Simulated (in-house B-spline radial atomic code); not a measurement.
LDA exchange-only excitations of the magnesium ion Mg²⁺

Method: LDA exchange-only. Computed with an all-electron radial atomic-structure program (B-spline basis): linear response of the closed shell [He] 2s2 2p6 with the functional's adiabatic kernel; non-relativistic, point nucleus, no spin-orbit coupling, no double excitations, S, P, D and F terms only. Only terms of natural parity with L up to 3 were computed.

Command:
```bash
python run_td.py task.json out
```
Settings (radii: box in bohr, nucleus in fm):
```
Z                        12
electrons                10
configuration            [He] 2s2 2p6
hamiltonian              nr
method                   lda,
box_radius               29.48
intervals                52
```

Time taken, with all properties: 0.2 s on 1 thread of Intel(R) Xeon(R) Platinum 8375C CPU @ 2.90GHz (Ice Lake) (shared host).

The lowest states, in the order of their Tamm-Dancoff energies; the method's threshold (minus the highest occupied level) is 64.93 eV. Labels give the largest channel, * marks a mixed state, and oscillator strengths are full-response dipole values. Semilocal kernels can invert the small singlet-triplet splittings of Rydberg terms. Energies in eV:

```
     state  full response  Tamm-Dancoff  oscillator strength
2p → 3s 3P          47.34         47.35                    -
2p → 3s 1P              ?             ?                    ?
2p → 3p 3S              ?             ?                    -
2p → 3p 3D          52.50         52.51                    -
2p → 3p 1D          52.86         52.86                    -
2p → 3p 1S          54.53         54.72                    -
```

Where does 2p → 3s 1P lie?

At 47.96 eV in full response, 47.98 eV in Tamm-Dancoff, oscillator strength 0.182.

Where does 2p → 3p 3S lie?

At 51.89 eV in full response, 51.92 eV in Tamm-Dancoff.

How large is the singlet-triplet splitting of 2p → 3s (P terms) in Tamm-Dancoff?

0.626 eV, from the unrounded values.

What polarisabilities and dispersion coefficient does the method give?

Dipole 0.5231 bohr³, quadrupole 0.6285 bohr⁵, C6 0.6389 hartree·bohr⁶ for two such species.
